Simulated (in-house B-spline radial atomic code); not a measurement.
Results of a calculation; reference values are marked as such.
C6 from the polarisability at imaginary frequency: La IV (La3+)

LDA exchange-only linear response of the closed shell [Kr] 4d10 5s2 5p6, from a B-spline radial code for spherical atoms; scalar-relativistic (spin-free one-electron X2C), finite nucleus, no spin-orbit coupling; shells from n = 3 respond.

The dispersion coefficient of two like species is C6 = (3/π) ∫ α(iu)² du from 0 to ∞.

```
u (hartree)  α(iu) (bohr³)
          0          7.808
       0.24          7.393
       0.56          6.014
       0.96          4.258
        1.6          2.523
        2.4           1.52
        3.6         0.8815
        5.6         0.4682
          8          0.271
         12         0.1413
         20        0.06118
         40        0.01958
```

(1) Fit one oscillator, α(iu) = α(0)/(1 + u²/ω²), through u = 1.6 and estimate C6.

(2) How does that compare with the full integral?

Answers

(1) From α(0)/α(iu) − 1 = 7.808/2.523 − 1 = 2.0947, ω = u/√2.0947 = 1.1055 hartree (30.1 eV). London's formula gives C6 = (3/4) α(0)² ω = 0.75 × 7.808² × 1.1055 = 50.55 hartree·bohr⁶, and the oscillator holds f = α(0) ω² = 9.54 electrons, of a sum of oscillator strengths of 47.6.

(2) The program's quadrature over all excitations gives C6 = 50.11, so the single oscillator is off by +0.9 %. At the last point the fit gives α = 0.00596 against 0.0196: higher excitations, and deeper shells where there are any, keep the true curve higher at large u.
